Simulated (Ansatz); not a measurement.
Isolated molecules relaxed with PBE0-D4/def2-TZVP in Ansatz; ΔE leaves out vibrations. CBS: MP2 limit from def2 TZ/QZ plus the TZ coupled-cluster correction, frozen cores. DFT in def2-TZVPP. B3LYP here is the variant with VWN-RPA as its local correlation; programs differ in this. Each species was taken in one conformer, which may not be the lowest.

`BO[SiH2]C#C` + `OCCO[SiH3]` → `C#C[SiH2]CO` + `BOCO[SiH3]`  (redistribution)

`BO[SiH2]C#C`:

Cartesian coordinates in Å:
```
B 2.054 -0.101 -0.825
O 1.102 -0.568 0.008
Si -0.059 0.208 0.893
C -1.688 -0.147 0.166
C -2.778 -0.364 -0.301
H 2.167 1.084 -1.006
H 2.771 -0.896 -1.362
H -0.008 -0.328 2.269
H 0.180 1.671 0.874
H -3.741 -0.560 -0.716
```

`OCCO[SiH3]`:

Z-matrix (Å, degrees):
```
C
C 1 1.508
O 1 1.405 2 111.7
H 1 1.093 2 109.5 3 -118.7
H 1 1.099 2 109.0 3 123.3
O 2 1.417 1 107.8 3 -60.1
H 2 1.098 1 110.0 3 179.2
H 2 1.098 1 109.7 3 59.7
H 3 0.963 1 106.6 2 52.8
Si 6 1.646 2 122.4 1 178.4
H 10 1.489 6 110.7 2 -59.2
H 10 1.480 6 106.3 2 -179.2
H 10 1.489 6 110.6 2 60.9
```

`C#C[SiH2]CO`:

```xyz
11

C     0.890    1.994   -1.304
C     0.289    1.403   -0.439
Si   -0.589    0.406    0.819
C    -0.059   -1.380    0.505
O    -0.216   -1.737   -0.859
H     1.415    2.531   -2.061
H    -0.199    0.869    2.177
H    -2.049    0.586    0.623
H     0.973   -1.533    0.850
H    -0.688   -2.062    1.084
H     0.233   -1.075   -1.395
```

`BOCO[SiH3]`:

Cartesian coordinates in Å:
```
B 1.851 0.057 -1.317
O 1.034 0.416 -0.311
C -0.315 0.769 -0.539
O -1.158 -0.225 -0.081
Si -1.188 -0.746 1.492
H 1.448 0.073 -2.449
H 2.966 -0.258 -1.023
H -0.487 1.709 -0.003
H -0.491 0.899 -1.611
H -1.094 0.427 2.404
H -0.078 -1.685 1.784
H -2.487 -1.436 1.655
```

(1) Is it downhill or uphill in electronic energy at CCSD(T)/CBS, and by how much? (Estimate.)

(2) What do these levels give: PBE-D4, PBE0-D4, ωB97X-V, ωB97M-V, B2PLYP, B3LYP, MP2/def2-TZVPP, SCS-MP2/def2-TZVPP, CCSD/def2-TZVPP, HF/def2-QZVPP, MP2/def2-QZVPP, CCSD/CBS(def2)? (Best estimate.)

Largest T1 diagnostic among the species: 0.014.

Answers

(1) Ansatz gave: Uphill: ΔE = +140.8 kJ/mol.

(2) The calculation gave: PBE-D4 117.5, PBE0-D4 127.0, ωB97X-V 133.0, ωB97M-V 134.2, B2PLYP 139.4, B3LYP 135.0, MP2/def2-TZVPP 144.1, SCS-MP2/def2-TZVPP 144.9, CCSD/def2-TZVPP 142.0, HF/def2-QZVPP 157.1, MP2/def2-QZVPP 146.1, CCSD/CBS(def2) 144.5 kJ/mol.

In def2-TZVPP, CCSD(T) changes the Hartree–Fock value by −17.2 kJ/mol (the triples alone add −3.7 kJ/mol) and MP2 by −11.4 kJ/mol. From PBE to PBE0 (25 % exact exchange), in def2-TZVPP and without D4, ΔE moves by +9.3 kJ/mol.
